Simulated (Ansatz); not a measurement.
Job for Ansatz (an electronic-structure program): U-PBE/def2-TZVPP on CH4Te (SMILES C[TeH]), a point of a bond scan (R = 1.996 Å). Elements past Kr take the def2 small-core potentials; no spin–orbit coupling.

Ansatz 0.2 input:
```yaml
crystal:
  periodic: [false, false, false]
  atoms:
    - {symbol: Te, position_ang: [0.01201175, 0.23527703, 0.23177528]}
    - {symbol: H, position_ang: [-0.41400279, 1.59070446, -1.17001228]}
    - {symbol: C, position_ang: [-0.03051731, -1.41897587, -1.16612883]}
    - {symbol: H, position_ang: [0.73152202, -1.27549848, -1.92532285]}
    - {symbol: H, position_ang: [-1.01819392, -1.49803416, -1.60874601]}
    - {symbol: H, position_ang: [0.18816506, -2.31181771, -0.58509181]}
basis:
  gaussian:
    orbitals: def2-TZVPP
hamiltonian:
  xc: {name: PBE}
magnetization: {spin_polarized: true, initial_magnetization: 0}
```

Program output:

```
WARN ansatz: RAYON_NUM_THREADS=1 ignored (pool sized by the plan → 1); use --threads N
Functional definition: PBE
integrals: 0.04 GiB planned
802 factors; their error is unknown
mean field: 0.45 GiB planned
mean field evaluation 1: about -8384.3627 eV, gradient 4.4e1 eV
mean field evaluation 2: about -8360.6893 eV, gradient 7.1e1 eV
mean field evaluation 4: about -8393.4496 eV, gradient 6.4e0 eV
mean field evaluation 8: about -8393.5745 eV, gradient 1.6e-1 eV
mean field evaluation 16: about -8393.4376 eV, gradient 9.8e-4 eV
mean field -8393.43764427 eV, -308.4531441507 hartree, gradient 3.9e-5 eV, S^2 0.000000; 0 other end points of the search recorded, 0 dependent functions left out
reference -8393.43767884 eV, -308.4531454208 hartree; 17, 17 occupied and 120, 120 virtual orbitals, 802 factors
Total energy: -8393.43767884 eV, -308.4531454208 hartree
```

The calculation finished and met its thresholds.

Cost: about 2.0 core-seconds (a rough figure).
